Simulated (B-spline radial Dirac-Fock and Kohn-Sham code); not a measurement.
## X-ray form factors of terbium in several charge states

These are calculated numbers from a B-spline atomic structure program; the model is configuration-average Dirac-Fock orbitals.

Configurations: Tb⁴³⁺ [Ar] 3d4; Tb⁴⁵⁺ [Ar] 3d2; Tb⁴⁶⁺ [Ar] 3d1; Tb⁴⁷⁺ [Ne] 3s2 3p6; Tb⁴⁸⁺ [Ne] 3s2 3p5; Tb⁴⁹⁺ [Ne] 3s2 3p4. The first column is f₀ of Tb⁴³⁺, the others are differences from it.

```
s (Å⁻¹)   Tb⁴³⁺  Δ Tb⁴⁵⁺  Δ Tb⁴⁶⁺  Δ Tb⁴⁷⁺  Δ Tb⁴⁸⁺  Δ Tb⁴⁹⁺
      0  22.000   -2.000   -3.000   -4.000   -5.000   -6.000
   0.05  21.987   -1.998   -2.997   -3.996   -4.995   -5.994
    0.1  21.948   -1.992   -2.988   -3.985   -4.981   -5.976
   0.15  21.883   -1.982   -2.974   -3.966   -4.956   -5.947
    0.2  21.792   -1.969   -2.954   -3.940   -4.923   -5.906
   0.25  21.676   -1.952   -2.929   -3.906   -4.880   -5.854
    0.3  21.536   -1.931   -2.898   -3.866   -4.828   -5.790
   0.35  21.372   -1.906   -2.862   -3.818   -4.767   -5.716
    0.4  21.185   -1.878   -2.821   -3.765   -4.698   -5.632
   0.45  20.976   -1.847   -2.775   -3.704   -4.621   -5.538
    0.5  20.746   -1.813   -2.724   -3.638   -4.536   -5.435
    0.6  20.227   -1.737   -2.612   -3.490   -4.345   -5.204
    0.7  19.639   -1.651   -2.484   -3.323   -4.130   -4.942
    0.8  18.991   -1.557   -2.345   -3.140   -3.896   -4.656
    0.9  18.296   -1.457   -2.197   -2.945   -3.645   -4.352
      1  17.565   -1.353   -2.043   -2.741   -3.384   -4.034
    1.1  16.809   -1.246   -1.885   -2.532   -3.117   -3.709
    1.2  16.039   -1.139   -1.725   -2.322   -2.848   -3.382
    1.4  14.500   -0.930   -1.413   -1.908   -2.320   -2.740
    1.6  13.020   -0.734   -1.121   -1.519   -1.826   -2.141
```
